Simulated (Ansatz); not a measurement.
Born–Oppenheimer molecular dynamics of FH₈NSi₂ (12 atoms, charge 0, multiplicity 1). It starts at the highest image of a converged band. Of that band: Neighbouring images differ by up to 3.0 eV, so the band resolves the path poorly. A vibrational analysis at the climbing image gives 2 clearly imaginary modes (302i, 73i cm⁻¹): a point of higher order. A lower path may pass nearby, or the ends, which weren't checked, may share the extra mode.

Theory: Ansatz 0.2.0, RHF/6-31G*.

| Property | Result |
| --- | --- |
| ensemble | NVE (velocity Verlet) |
| time step | 0.5 fs |
| steps asked | 200 |
| starting velocities drawn for | 100 K |
| seed | 3869 |

First frame:

```xyz
12
Properties=species:S:1:pos:R:3
Si -0.083 0.074 0.078
N -0.105 0.190 1.964
H -1.002 -0.104 2.324
H 0.110 1.103 2.340
H 1.217 0.220 -0.549
H -0.816 1.337 -0.143
F -1.110 -1.027 -0.391
Si 1.673 -2.494 1.013
H 1.020 -3.693 0.395
H 2.888 -2.300 0.149
H 2.275 -3.077 2.262
H 0.581 -0.523 2.237
```

Task: How far do the bonds stretch over the last three quarters of this one trajectory? (Pairs bonded in most of those frames.)

Result: 
```tsv
bond	mean (Å)	spread (Å)	shortest	longest
Si1–N2	1.795	0.089	1.64	1.90
Si1–H5	1.460	0.021	1.42	1.50
Si1–H6	1.471	0.024	1.43	1.51
Si1–F7	1.586	0.017	1.55	1.61
N2–H3	1.005	0.006	0.99	1.02
N2–H4	1.005	0.006	0.99	1.01
Si8–H9	1.490	0.015	1.46	1.51
Si8–H10	1.496	0.047	1.41	1.57
Si8–H11	1.501	0.040	1.43	1.61
```

Pairs bonded in part of these frames only: N2–H12 53 %, Si8–H12 26 %.

Mean temperature of the second half: 1012 K. The conserved energy stayed within 2.2 meV per atom of its start (net change -0.28 meV per atom), so there is no drift, though single steps change it by up to 23 meV in the whole system, a sign of fast motions only just resolved. The kinetic energy rose, since the run started high on the potential surface and went downhill. It ends in pieces (FH4NSi + H4Si), so much of that is their flight and rotation, not heat. A run of 0.1 ps of so small a system gives no equilibrium averages. The orbitals stay closed-shell, which can raise the energy where a bond breaks towards radicals; this wasn't checked here.

Time of the run: 5.8 min on 1 thread of Arm Neoverse V1 (shared host), peak memory 0.15 GiB.
